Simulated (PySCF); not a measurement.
## Electronic structure of As⁺ (arsenic, charge +1) at the M06-2X level

Configuration: [Ar] 3d10 4s2 4p2, high-spin 3P determinant. All numbers are calculated (PySCF 2.14, no relativity, point nucleus, in def2-TZVP (6s5p4d1f, 48 functions)).

| Quantity | Value |
| --- | --- |
| Total energy | -2235.469 hartree |
| One-electron energy | -3102.331 hartree |
| Hartree (Coulomb) energy | 949.683 hartree |
| Exchange-correlation energy | -82.821 hartree |
| Kinetic energy | 2232.22933 hartree |
| ⟨S²⟩ | 2.0043 |
| ⟨L²⟩ | 2.012 |
| Sum of ⟨r⟩ | 21.73 bohr |
| Sum of ⟨r²⟩ | 30.58 bohr² |
| Traceless quadrupole moment −½Σ⟨3z² − r²⟩ along its main axis | 2.33 e·bohr² |
| Density at the nucleus (Gaussians lack the cusp) | 24000 bohr⁻³ |
| Spin density at the nucleus | -0.0781 bohr⁻³ |
| Langevin diamagnetic susceptibility | -24.2 ×10⁻⁶ cm³/mol |
| Time after the integrals | 1 s of wall time on 1 thread of Neoverse-V2 (shared host) |

| shell | electrons | mean orbital energy (hartree) | spread (hartree) | rms radius, mean of both spins (bohr) |
| --- | --- | --- | --- | --- |
| 1s α | 1 | -428.61090 | 0 | 0.0537 |
| 1s β | 1 | -428.60505 | 0 | 0.0537 |
| 2s α | 1 | -55.01399 | 0 | 0.224 |
| 2s β | 1 | -55.01089 | 0 | 0.224 |
| 2p α | 3 | -49.30492 | 0.00053 | 0.198 |
| 2p β | 3 | -49.29960 | 0.00628 | 0.198 |
| 3s α | 1 | -7.67492 | 0 | 0.653 |
| 3s β | 1 | -7.66786 | 0 | 0.653 |
| 3p α | 3 | -5.72355 | 0.00698 | 0.672 |
| 3p β | 3 | -5.71446 | 0.01933 | 0.672 |
| 3d α | 5 | -2.22664 | 0.01410 | 0.747 |
| 3d β | 5 | -2.22140 | 0.01961 | 0.747 |
| 4s α | 1 | -0.97400 | 0 | 2.09 |
| 4s β | 1 | -0.84635 | 0 | 2.09 |
| 4p α | 2 | -0.59706 | 0 | 2.48 |
